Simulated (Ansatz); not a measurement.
Consider the redistribution: `NBCBr` + `C[NH][In]([F])[F]` → `CNBCBr` + `[NH2][In]([F])[F]`.

Computed with Ansatz on PBE0-D4/def2-TZVP structures; ΔE is electronic, products minus reactants. CCSD(T)/CBS is the MP2 limit (def2-TZVPP, def2-QZVPP) plus CCSD(T) − MP2 in def2-TZVPP, frozen cores. DFT in def2-TZVPP. B3LYP here is the variant with VWN-RPA as its local correlation; programs differ in this. def2 core potentials past Kr. For Br, In outer-core shells are correlated without core-valence functions, which leaves a few kJ/mol of doubt a bond. Scalar relativity is left out up to krypton. One conformer a species, not always the lowest.

```csv
level,ΔE (kcal/mol),difference from CCSD(T)/CBS
PBE-D4,-0.8,0.0
r2SCAN-D4,-0.6,0.2
PBE0-D4,-0.8,0.0
B3LYP-D4,-0.8,0.0
ωB97X-V,-0.6,0.2
ωB97M-V,-0.8,0.0
B2PLYP,-0.7,0.1
PBE,-0.5,0.3
r2SCAN,-0.5,0.3
PBE0,-0.5,0.3
B3LYP,-0.4,0.4
HF/def2-TZVPP,-0.6,0.2
MP2/def2-TZVPP,-1.1,-0.3
SCS-MP2/def2-TZVPP,-1.2,-0.4
CCSD/def2-TZVPP,-1.2,-0.4
CCSD(T)/def2-TZVPP,-1.3,-0.5
HF/def2-QZVPP,-0.6,0.2
MP2/def2-QZVPP,-0.8,0.0
SCS-MP2/def2-QZVPP,-0.9,-0.1
HF/CBS(def2),-0.5,0.3
MP2/CBS(def2),-0.7,0.1
CCSD/CBS(def2),-0.7,0.1
CCSD(T)/CBS,-0.8,0
```

Largest T1 diagnostic among the species: 0.016.
